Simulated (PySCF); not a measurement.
Coordinates in bohr (charge 0 multiplicity 1):
```
Tl    0.0000    0.0000    0.5469
S     0.0000    0.0000   -3.6231
H     0.0000    0.0000    3.7031
```

All numbers come from PySCF, PBE0, basis Tl def2-TZVP with ECP60, S def2-TZVP, H def2-TZVP (scalar-relativistic core potentials, no spin–orbit coupling, density fitting).

This geometry of HTlS is a stationary point at this level.

(1) What is the point group?

(2) Is it a minimum?

(3) List the harmonic modes with their infrared intensities.

(4) What are the dipole moment and the gap between the highest occupied and lowest empty levels?

(5) Give the atomic charges and bond orders.

Answers

(1) C∞v.

(2) Yes: all harmonic wavenumbers are real.

(3) 
```
symmetry  ω (cm⁻¹)  IR (km/mol, summed over degenerate members)     type
      σ+       471                                         22.2  stretch
       π       510                                          1.3     bend
      σ+      1984                                          153  stretch
```

(4) 4.25 D and 5.24 eV.

(5) 
| atom | Mulliken | Löwdin | polar tensor | Mayer order to Tl1 |
| --- | --- | --- | --- | --- |
| Tl1 | 0.48 | 0.12 | 0.69 | – |
| S2 | -0.49 | -0.06 | -0.55 | 1.98 |
| H3 | 0.01 | -0.06 | -0.14 | 0.86 |

This need not be the most stable arrangement of these atoms. No spin–orbit coupling is included, which matters more the heavier the element.
